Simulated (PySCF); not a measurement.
# [Yb(H2O)4]2+: from a saddle point downhill

PySCF 2.14.0, RKS PBE0, Yb lcecp-0-SVP with ECP60, O def2-SVP, H def2-SVP; non-relativistic Hamiltonian with scalar-relativistic core potentials where named; density fitting; no spin-orbit coupling. Relaxed within the symmetry of its start, the geometry (D2d) is

```xyz
13

Yb    0.0000    0.0000    0.0000
O     1.3859    1.4073    1.4073
H     1.7497    1.2025    2.2845
H     1.7497    2.2845    1.2025
O    -1.3859   -1.4073    1.4073
H    -1.7497   -1.2025    2.2845
H    -1.7497   -2.2845    1.2025
O     1.3859   -1.4073   -1.4073
H     1.7497   -2.2845   -1.2025
H     1.7497   -1.2025   -2.2845
O    -1.3859    1.4073   -1.4073
H    -1.7497    2.2845   -1.2025
H    -1.7497    1.2025   -2.2845
```

and its lowest harmonic modes are -106, 20, 20, 20, 30, 37 cm⁻¹ (negative: unstable). It was moved along the lowest mode and relaxed again, within the group S4 that the move left.

(1) Where does it end, and how much lower?

(2) How do the contacts change?

(3) Is the end a minimum?

An lcecp potential fixes the number of 4f electrons, so in runs with it no electron can move into or out of that shell.

State: singlet in the valence, with the 4f electrons in the core potential.

Answers

(1) In S4, 0.031 eV lower, after 19 steps:
```xyz
13

Yb    0.0000    0.0000    0.0000
O     1.4509    1.3377    1.4041
H     1.3624    1.5124    2.3555
H     2.2566    1.8175    1.1504
O    -1.4510   -1.4041    1.3377
H    -2.2571   -1.1503    1.8172
H    -1.3619   -2.3556    1.5127
O     1.4509   -1.3377   -1.4041
H     2.2566   -1.8175   -1.1504
H     1.3624   -1.5124   -2.3555
O    -1.4510    1.4041   -1.3377
H    -1.3619    2.3556   -1.5127
H    -2.2571    1.1503   -1.8172
```

(2) 
```tsv
contact	saddle (Å)	end (Å)
Yb1–O2 (H2O)	2.425	2.422
Yb1–O5 (H2O)	2.425	2.422
Yb1–O8 (H2O)	2.425	2.422
Yb1–O11 (H2O)	2.425	2.422
```


(3) Yes, as far as the noise of the softest modes lets one tell (those above −25 cm⁻¹ count as noise); lowest modes 22, 28, 29, 40, 43, 77 cm⁻¹.
